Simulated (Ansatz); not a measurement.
Correlation energies of `CC[NH][GaH2]` by basis set

Z-matrix (Å, degrees):
```
C
C 1 1.520
H 1 1.094 2 110.8
H 1 1.094 2 111.1 3 -119.8
H 1 1.093 2 110.7 3 119.6
N 2 1.445 1 113.3 3 -59.5
H 2 1.095 1 109.4 3 179.7
H 2 1.099 1 109.1 3 64.1
Ga 6 1.815 2 127.7 1 -115.3
H 6 1.009 2 112.8 1 62.0
H 9 1.562 6 116.0 2 -1.8
H 9 1.561 6 116.8 2 178.6
```

The species carries charge 0 and has multiplicity 1. Correlated methods include outer-core shells of Ga, which these sets cover unevenly. Scalar relativity is left out up to krypton. Geometry: relaxed with PBE0-D4/def2-TZVP. It is one conformer, not always the lowest. Frozen core, restricted reference, Ansatz 0.2.0.

| basis | HF (Eh) | MP2 corr. | CCSD corr. | (T) | CCSD(T) total |
| --- | --- | --- | --- | --- | --- |
| def2-SVP | -2057.74445 | -0.68260 | -0.72075 | -0.02206 | -2058.48726 |
| def2-TZVPP | -2058.14346 | -0.80520 | -0.83888 | -0.03298 | -2059.01532 |
| def2-QZVPP | -2058.19098 | -1.08976 | – | – | – |
